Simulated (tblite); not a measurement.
Task: What does the GFN2-xTB structure of `CSc1ccc(SC)[s+]c1` look like in three dimensions? (Charge +1.)

Result: 
```xyz
19
C7H9S3 angstrom
C     -3.7647    0.7544    0.7319
S     -3.1197   -0.3159   -0.5780
C     -1.3885   -0.2438   -0.3990
C     -0.6583   -1.0012   -1.3575
C      0.7018   -1.0662   -1.4087
C      1.5655   -0.3937   -0.5252
S      3.2598   -0.5718   -0.7517
C      3.9507    0.4602    0.5607
S      0.9535    0.5795    0.7484
C     -0.7409    0.4762    0.5717
H     -3.5182    0.3484    1.7083
H     -3.3945    1.7675    0.6081
H     -4.8429    0.7461    0.5990
H     -1.2382   -1.5510   -2.0838
H      1.1733   -1.6650   -2.1753
H      3.6545    0.0749    1.5327
H      3.6264    1.4898    0.4344
H      5.0303    0.3999    0.4553
H     -1.2599    1.0504    1.3212
```

Any rigid rotation of these coordinates is as good. Atoms count from 1 in this order. C3 (substituted aromatic carbon) is planar (angles 124.3°, 120.9° and 114.8°, sum 360.0°, 0.00 Å off the plane of its three neighbours). S7 (sulfide sulfur) is bent (angle 102.8°). C5 (aromatic CH carbon) is planar (angles 124.5°, 119.2° and 116.3°, sum 360.0°, 0.00 Å off the plane of its three neighbours). The C–S distances run from 1.707 Å (S9–C10, aromatic) to 1.810 Å (C1–S2, drawn single), a spread of 0.103 Å.

Bonds between heavy atoms (Å): C1–S2 1.810, S2–C3 1.742, C3–C4 1.423, C4–C5 1.363, C5–C6 1.407, C6–S7 1.719, S7–C8 1.807, C6–S9 1.716, S9–C10 1.707, C3–C10 1.371.

The geometry is computed with GFN2-xTB (gas phase).

Point group: near Cs, missed by 0.18 Å at most; the miss may be what the optimiser left on a soft mode. Its GFN2-xTB frequencies are all real (lowest 48 cm⁻¹). Torsions: C1–S2–C3–C4 -179°, C5–C6–S7–C8 179°.

Time: 2.2 s. Hardware: one thread of an Arm Neoverse N1, on a shared host. This is the geometry optimisation.

One conformer stands for the species.
